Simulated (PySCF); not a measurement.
Species: C4H2, net charge 0, singlet state. 
Geometry from a B3LYP-D3(BJ)/def2-TZVP (Ansatz) optimisation:
```xyz
6

C      0.0000     0.0000    -1.8866
C      0.0000     0.0000    -0.6818
C      0.0000     0.0000     0.6818
C      0.0000     0.0000     1.8866
H      0.0000     0.0000    -2.9488
H      0.0000     0.0000     2.9488
```

Dispersion corrections to the total energy (kcal/mol) from the dftd3 and dftd4 libraries through PySCF: D3(BJ) without and D4 with the three-body term, each with the damping fitted for the functional named.

| functional | D3(BJ) | D4 |
|---|---|---|
| BP86 | -3.42 | -2.71 |
| revPBE | -5.58 | -7.02 |
| B2PLYP | -1.75 | -1.43 |
| r2SCAN | -0.58 | ___ |
| TPSS | -2.71 | ___ |
| PBE0 | -1.85 | -1.72 |
| PBE | ___ | -2.06 |

### Question
What belongs in the gaps?

### Answer

- r2SCAN, D4: -0.50
- TPSS, D4: -2.79
- PBE, D3(BJ): -2.15
